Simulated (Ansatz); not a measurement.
Species: C₃H₆Si, SMILES `C=C[SiH]=C` (C–C–Si–C torsion 15°) (charge 0, multiplicity 1), formula C$_{3}$H$_{6}$Si.

Q: How many basis functions does frozen-core CCSD(T)/def2-TZVPP // PBE0-D3(BJ)/def2-TZVP (Ansatz, a first-principles code) use, how many core orbitals are frozen, and how many electrons are correlated?

A: 219 basis functions and 8 frozen orbitals, which leaves 22 correlated electrons. Core time is of the order of minutes.
